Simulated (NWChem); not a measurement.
Species: diboron tetrafluoride (B₂F₄); SMILES FB(F)B(F)F

Program: NWChem. Pople sets run with spherical d functions. Each level has its own optimisation; frequencies are unscaled. One conformer.

| level | r B–F (Å) | r B–B (Å) | highest harmonic frequency (cm⁻¹) | lowest (cm⁻¹) | zero-point energy (kcal/mol) | relative time |
|---|---|---|---|---|---|---|
| Hartree-Fock/STO-3G | 1.309 | 1.720 | 1625 | 29 | 14.0 | 1 |
| Hartree-Fock/3-21G | 1.339 | 1.689 | 1551 | 17 | 13.2 | 2 |
| Hartree-Fock/6-31G* | 1.311 | 1.725 | 1488 | 20 | 12.8 | 7 |
| B3LYP/6-31G* | 1.325 | 1.715 | 1404 | 8 | 12.1 | 20 |

The last column is a rough cost ratio, cheapest run = 1.
